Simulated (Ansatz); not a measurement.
Single points on CoO₂⁻.

```yaml
crystal:
  periodic: [false, false, false]
  atoms:
    - {symbol: Co, position_ang: [-0.000013, 0.000000, -0.000000]}
    - {symbol: O, position_ang: [0.464915, 1.126696, -1.038386]}
    - {symbol: O, position_ang: [-0.464913, -1.126696, 1.038386]}
basis:
  gaussian: {orbitals: def2-TZVPD, initial_orbitals: start.molden}
total_charge: -1
hamiltonian: {xc: pbe}
correlation: {method: rpa}
scf: {omitted_lower_state_checks: [starts]}
```

The file start.molden holds the orbitals of an earlier run on this structure, at another level or in another basis.

```sh
$ ansatz run in.yaml --threads 4 --pin off --events-out ev --progress --plain --max-ram 3916MiB
```

Shortened log:

```
Functional definition: PBE
938 factors; integrals over basis functions are off by at most 8.4e-4 eV
mean field evaluation 1: about -41713.7518 eV, gradient 1.1e1 eV
mean field evaluation 2: about -41714.0470 eV, gradient 4.0e-1 eV
mean field evaluation 4: about -41714.0534 eV, gradient 9.3e-3 eV
mean field evaluation 8: about -41714.0534 eV, gradient 5.8e-6 eV
mean field -41714.05342586 eV, -1532.9631885995 hartree, gradient 5.8e-6 eV, S^2 0.000000; 0 other end points of the search recorded, 0 dependent functions left out; unrestricted orbitals would lower it
mean field evaluation 16: about -41660.5751 eV, gradient 1.4e0 eV
7 core orbitals not correlated: weight in the atoms' cores, before any rotation towards them, 1.000 or more for the frozen orbitals, at most 0.000 for the correlated occupied ones
reference -41654.86466260 eV, -1530.7880416693 hartree; 15, 15 occupied and 106, 106 virtual orbitals, 938 factors
Total energy: -41702.92748007 eV, -1532.5543176331 hartree
Checks for a lower state left out: starts
```

It took 8.5 s on 4 threads of Arm Neoverse N1 on a shared host.

As the first input, with `hamiltonian: {xc: {text: "exchange = 0.95*pbe_x + 0.05*exact_x\ncorrelation = pbe_c"}}`, `output: {orbitals: {seedname: orbitals}}` and without the key `correlation` (abridged; 1.4 s):

```
Functional definition: unnamed
mean field -41713.53999935 eV, -1532.9443205230 hartree, gradient 1.4e-5 eV, S^2 0.000000
Total energy: -41713.54003403 eV, -1532.9443217978 hartree
Checks for a lower state left out: starts
```

First input, but with `hamiltonian: {xc: {text: "exchange = 0.90*pbe_x + 0.10*exact_x\ncorrelation = pbe_c"}}`, `output: {orbitals: {seedname: orbitals}}` and without the key `correlation` (abridged; 1.5 s):

```
Functional definition: unnamed
mean field -41713.04980026 eV, -1532.9263060388 hartree, gradient 2.6e-5 eV, S^2 0.000000
Total energy: -41713.04983332 eV, -1532.9263072537 hartree
Checks for a lower state left out: starts
```

First input, but with `correlation: {method: mp2}`, `output: {orbitals: {seedname: orbitals}}` and without the key `hamiltonian` (abridged; 10 s):

```
Functional definition: HF
mean field -41659.52805978 eV, -1530.9594183545 hartree, gradient 2.9e-6 eV, S^2 0.000000; unrestricted orbitals would lower it
mean field evaluation 16: about -41660.2242 eV, gradient 2.6e0 eV
mean field evaluation 32: about -41661.4000 eV, gradient 2.0e-1 eV
unrestricted determinant -41661.50512291 eV, -1531.0320740845 hartree, S^2 1.9357
7 core orbitals not correlated: weight in the atoms' cores, before any rotation towards them, 1.000 or more for the frozen orbitals, at most 0.000 for the correlated occupied ones
second order -32.50015431 eV of doubles, -0.00000000 eV of singles
Total energy: -41692.02821408 eV, -1532.1537769958 hartree
Checks for a lower state left out: starts
```

As the first input, with `hamiltonian: {xc: {text: "exchange = 0.85*pbe_x + 0.15*exact_x\ncorrelation = pbe_c"}}`, `output: {orbitals: {seedname: orbitals}}` and without the key `correlation` (abridged; 1.6 s):

```
Functional definition: unnamed
mean field -41712.58278734 eV, -1532.9091436307 hartree, gradient 8.1e-6 eV, S^2 0.000000
Total energy: -41712.58281873 eV, -1532.9091447840 hartree
Checks for a lower state left out: starts
```

The first input with `hamiltonian: {xc: pbe0, dispersion: d4}`, `output: {orbitals: {seedname: orbitals}}` and without the key `correlation`, `scf` (abridged; 3.2 s):

```
Functional definition: PBE0
mean field evaluation 16: about -41711.7201 eV, gradient 5.7e-5 eV
mean field evaluation 32: about -41711.7201 eV, gradient 4.3e-5 eV
mean field -41711.72005053 eV, -1532.8774386378 hartree, gradient 3.9e-5 eV, S^2 0.000000; 2 other end points of the search recorded, 0 dependent functions left out
Total energy: -41711.76218416 eV, -1532.8789870201 hartree
```

As the first input, with `gaussian: {orbitals: 6-31G}`, `hamiltonian: {xc: hf}`, `output: {orbitals: {seedname: orbitals}}` and without the key `correlation` (abridged; 0.35 s):

```
Functional definition: HF
mean field evaluation 16: about -41650.9447 eV, gradient 1.9e-5 eV
mean field -41650.94474252 eV, -1530.6439872632 hartree, gradient 5.1e-6 eV, S^2 0.000000
Total energy: -41650.94474252 eV, -1530.6439872632 hartree
Checks for a lower state left out: starts
```

Geometry: r2SCAN-D4/def2-TZVPD.

The 6-31G sets use Cartesian d functions. Correlated methods freeze 7 core orbitals; core or outer-core shells of Co are correlated, in sets that lack core-valence functions. At RPA@PBE/def2-TZVPD, MP2/def2-TZVPD, PBE0-D4/def2-TZVPD the restricted singlet (for correlated methods, its reference) is unstable: a solution with broken spin symmetry lies lower. The restricted singlet is unstable towards broken spin symmetry at other levels; at PBE with 5 % exact exchange/def2-TZVPD, PBE with 10 % exact exchange/def2-TZVPD, PBE with 15 % exact exchange/def2-TZVPD this wasn't settled. At PBE with 5 % exact exchange/def2-TZVPD the highest occupied level of the charge -1 singlet lies above zero (up to 0.15 eV). The electron is either unbound and held by the finite basis, or the level is raised by self-interaction error. The restricted singlet is unstable towards broken spin symmetry in Hartree–Fock (as tested in another run); at HF/6-31G this wasn't settled. The geometry of the singlet was relaxed on an unsound state (restricted singlet, unstable towards broken spin symmetry). The order of the spin states hangs on the level: the quintet lies 0.78 eV below the singlet at PBE0-D4/def2-TZVPD, but 0.44 eV above it at RPA@PBE/def2-TZVPD. The singlet is doubtful at PBE0-D4/def2-TZVPD (restricted singlet, unstable towards broken spin symmetry). The singlet is doubtful at RPA@PBE/def2-TZVPD (restricted singlet, unstable towards broken spin symmetry). The structure comes from a short search, and lower isomers may exist.
